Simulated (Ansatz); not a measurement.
Br₂Ge (`[Br][Ge][Br]`). The species carries charge 0 and has multiplicity 1.

```xyz
3

Br   -1.479   -0.808    0.816
Ge    0.338   -0.668   -0.653
Br    1.141    1.476   -0.163
```

(1) What are the harmonic wavenumbers in cm⁻¹ at PBE0-D4/def2-TZVP (Ansatz, finite differences of forces, unscaled)? (Best estimate.)

(2) Is this a minimum?

(3) Give the ideal-gas thermochemistry at 298.15 K and 1 bar (rigid rotor, harmonic oscillator; point group C2v, symmetry number 2).

(4) And at 400, 500, 600, 800 and 1000 K?

## Answers

(1) Computed: 102, 284, 293.

(2) Yes, all 3 modes are real.

(3) Zero-point energy 4.1 kJ/mol; H(298) − E = 18.2 kJ/mol; entropy 318.7 J/(mol·K), of which translation 176.8, rotation 115.1, vibration 26.7; G(298) − E = -76.8 kJ/mol.

(4) 
| T (K) | H − E (kJ/mol) | S (J/mol/K) | G − E (kJ/mol) |
| --- | --- | --- | --- |
| 400 | 23.9 | 335.2 | -110.2 |
| 500 | 29.6 | 347.9 | -144.3 |
| 600 | 35.3 | 358.3 | -179.7 |
| 800 | 46.9 | 374.9 | -253.1 |
| 1000 | 58.5 | 387.8 | -329.4 |
